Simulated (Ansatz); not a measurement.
Stepwise reaction of disilane with water, as a gas-phase model of exchange steps in deposition or etching. ΔE in kJ/mol; ΔG adds harmonic PBE0-D4 terms to CCSD(T)/CBS, at 1 bar.

Program: Ansatz. Geometries: PBE0-D4/def2-TZVP. ΔE: electronic, gas phase. CCSD(T)/CBS adds triple-zeta CCSD(T) − MP2 to the extrapolated MP2 energy (def2 sets, frozen cores). This one scheme is used for every species. DFT in def2-TZVPP. B3LYP here is the variant with VWN-RPA as its local correlation; programs differ in this. Each species was taken in one conformer, which may not be the lowest.

| step | reaction | PBE-D4 | B3LYP-D4 | ωB97M-V | CCSD(T)/CBS | ΔG(600 K) |
| --- | --- | --- | --- | --- | --- | --- |
| 1 | `[SiH3][SiH3]` + H₂O → `O[SiH2][SiH3]` + H₂ | -50.5 | -56.7 | -55.7 | -53.4 | -58.6 |
| 2 | `O[SiH2][SiH3]` + H₂O → `O[SiH](O)[SiH3]` + H₂ | -85.3 | -91.3 | -91.9 | -88.5 | -81.0 |

(1) By hand: ΔE of the 2 steps together at CCSD(T)/CBS.

Answers

(1) (-53.4) + (-88.5) = -141.9 kJ/mol, or -71.0 kJ/mol a step.

In ΔE each step is lower than the one before. All are downhill at CCSD(T)/CBS. ΔG lies between -81.0 and -58.6 kJ/mol a step. PBE-D4 differs from CCSD(T)/CBS by 2.9 to 3.2 kJ/mol a step. Isolated molecules leave out the surface, adducts and barriers. Largest T1 diagnostic: 0.013.
